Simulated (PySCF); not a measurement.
Method: PySCF with PBE-D3(BJ)/def2-TZVP // PBE0-D4/def2-TZVP. All species are isolated molecules in the gas phase. One relaxed conformer stands for a flexible species; it need not be the lowest. Excitations are Tamm–Dancoff values on a coarser integration grid. The basis has no diffuse functions, so Rydberg states are missing or too high.

Reference species (SMILES): `CN([SiH3])[SiH3]` (neutral, multiplicity 1).

```yaml
HOMO–LUMO gap: 5.04 eV
S1 excitation (TDA): 5.13 eV
S1–T1 gap (TDA): 0.24 eV
```

Changed species: `C[SiH2][SiH2]N`.

### Question
Predict the effect on the HOMO–LUMO gap, S1 excitation (TDA) and S1–T1 gap (TDA).

### Answer
the HOMO–LUMO gap rises by 0.03 eV, to 5.07 eV; the S1 excitation (TDA) increases by 0.08 eV, to 5.21 eV; the S1–T1 gap (TDA) rises by 0.11 eV, to 0.35 eV.
